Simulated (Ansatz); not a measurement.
The same molecule with X = C, Si, Ge, Sn. Ansatz, PBE0-D4/def2-TZVP geometries, multiplicity 1. Each molecule was computed in one conformer, which needn't be the lowest.

Elements past krypton have def2 core potentials. Scalar relativity is left out up to krypton.

```tsv
X	molecule	mean X–Cl bond length / Å	mean X–H bond length / Å	mean X–O bond length / Å	size of the dipole moment (PBE/def2-TZVPP) / D	LUMO energy (ωB97M-V/def2-TZVPP) / eV	LUMO energy (PBE0/def2-TZVPP) / eV
Si	`O[SiH](Cl)Cl`	2.041	1.467	1.621	1.08	1.98	0.37
Ge	`[OH][GeH]([Cl])[Cl]`	2.137	1.521	1.752	0.64	1.25	-0.78
Sn	`[OH][SnH]([Cl])[Cl]`	2.310	1.688	1.938	0.93	0.20	-1.81
```

(1) Give the row for X = C, `OC(Cl)Cl`. (An estimate is asked.)

Results:

(1) Computed: 
```
X    molecule  mean X–Cl bond length / Å  mean X–H bond length / Å  mean X–O bond length / Å  size of the dipole moment (PBE/def2-TZVPP) / D  LUMO energy (ωB97M-V/def2-TZVPP) / eV  LUMO energy (PBE0/def2-TZVPP) / eV
C  `OC(Cl)Cl`                      1.789                     1.085                     1.350                                            0.87                                   1.88                               -0.26
```

From C to Sn the mean X–Cl bond length rises at each step, by 0.521 Å in all; the mean X–H bond length rises at each step, by 0.603 Å in all; the mean X–O bond length rises at each step, by 0.588 Å in all; the LUMO energy (ωB97M-V/def2-TZVPP) isn't monotonic: highest at Si, lowest at Sn; the LUMO energy (PBE0/def2-TZVPP) isn't monotonic: highest at Si, lowest at Sn. Bonds lengthen as the atom grows down the group. Dipoles are sizes alone, and their direction can turn along the series.
